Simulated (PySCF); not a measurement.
N²⁺ (nitrogen, charge +2) across methods

[He] 2s2 3d1, 2D determinant (an excited configuration). All numbers are calculated (PySCF 2.14, scalar relativity by spin-free X2C-1e, in aug-cc-pVQZ-DK).

| method | E (hartree) | mean ε 2s α (eV) | mean ε 2s β (eV) | mean ε 3d α (eV) | Σ⟨r²⟩ (bohr²) | ⟨S²⟩ |
| --- | --- | --- | --- | --- | --- | --- |
| PBE0 | -51.7295 | -60.458 | -60.174 | -12.962 | 13.83 | 0.750 |
| UHF | -51.62695 | -65.816 | -65.593 | -14.030 | 14.52 | 0.750 |
| PBE | -51.7281 | -58.352 | -58.029 | -12.459 | 13.66 | 0.750 |
| PW91 | -51.7602 | -58.428 | -58.096 | -12.471 | 13.62 | 0.750 |
| r2SCAN | -51.7399 | -58.825 | -58.564 | -12.361 | 13.82 | 0.750 |
| B3LYP | -51.7854 | -60.097 | -59.866 | -12.892 | 13.79 | 0.750 |
| TPSS | -51.7986 | -58.730 | -58.450 | -12.404 | 13.78 | 0.750 |
| r2SCANh | -51.7399 | -59.585 | -59.336 | -12.561 | 13.86 | 0.750 |

Estimate the same row for LDA.

E (hartree) = -51.3085; mean ε 2s α (eV) = -58.167; mean ε 2s β (eV) = -57.808; mean ε 3d α (eV) = -12.151; Σ⟨r²⟩ (bohr²) = 13.77; ⟨S²⟩ = 0.750.

The outer electron is Rydberg-like, and this basis confines it to a smaller radius and binds it less than a complete one would.
